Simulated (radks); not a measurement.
Q: The mean radii <r> (bohr) of the occupied orbitals of an atom or ion are listed with their occupations. Calculated with a radial shooting solver on a logarithmic mesh with Libxc functionals: scalar-relativistic Kohn-Sham, r2SCAN, spin-polarised, spherical densities, finite nucleus; meta-GGA in the generalised Kohn-Sham scheme; Fermi nuclear charge, rms radius of each element as measured or else 0.836 A^(1/3) + 0.57 fm.

orbital  occ.      <r>
1s up       1  0.05409
1s down     1  0.05408
2s up       1   0.2417
2s down     1   0.2416
2p up       3   0.2122
2p down     3   0.2122
3s up       1   0.6256
3s down     1   0.6274
3p up       1   0.6183

Name the element and its charge. Open shells, if any, are filled with parallel spins first.

A: Z = 28, nickel, charge +15: Ni15+ in [Ne] 3s2 3p1. The 1s radius gives Z: for a bare nucleus <r> = (2 gamma + 1)/(2Z) with gamma = sqrt(1 - (Z/c)^2), 0.05282 bohr for Z = 28, and screening makes it slightly larger (0.05409 here). The occupations add up to 13, and the charge is Z minus that.
